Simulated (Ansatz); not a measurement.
Species: CH₆NSi, net charge 0, doublet state. It need not be the lowest isomer of its formula. 
Coordinates optimised at B3LYP-D3(BJ)/def2-TZVP (Ansatz, a first-principles code):
```xyz
9

C     -1.5515     0.1660     0.1607
Si     0.2217    -0.4058     0.1711
N      1.2384     0.7999    -0.6019
H     -1.6542     1.1109     0.6974
H     -2.2025    -0.5700     0.6374
H     -1.9005     0.3187    -0.8622
H      0.3650    -1.6954    -0.5607
H      0.7009    -0.6151     1.5661
H      2.2268     0.5366    -0.6243
```
Charge 0, spin multiplicity 2.

Total electronic energies in hartree. Cores are frozen in the correlated levels unless marked. UHF or UKS for open shells. No spin-orbit coupling. Non-relativistic. Basis-set limits of correlation are two-point, X^-3; Hartree-Fock from the larger set.

| level | program | energy (Eh) |
|---|---|---|
| B3LYP-D4/def2-TZVPD | Ansatz + dftd4 | -386.00136 |
| PBE0-D3(BJ)/def2-TZVPD | Ansatz + dftd3 | -385.72849 |
| PBE0/def2-TZVP | Ansatz | -385.72249 |
| r2SCANh/def2-TZVPD | Ansatz | -385.87596 |
| B2GP-PLYP-D3(BJ)/def2-TZVPD | Ansatz + dftd3 | -385.69482 |
| SCS-MP2/aug-cc-pV(D+d)Z | Ansatz | -385.14983 |
| CCSD/cc-pVTZ | Ansatz | -385.29875 |
| CCSD/def2-TZVPPD | Ansatz | -385.30366 |
| CCSD(T)/CBS(aug-cc-pV(T+d)Z,aug-cc-pV(Q+d)Z) | Ansatz | -385.3837 |

Totals of different functionals don't rank their quality; only differences between species are comparable.
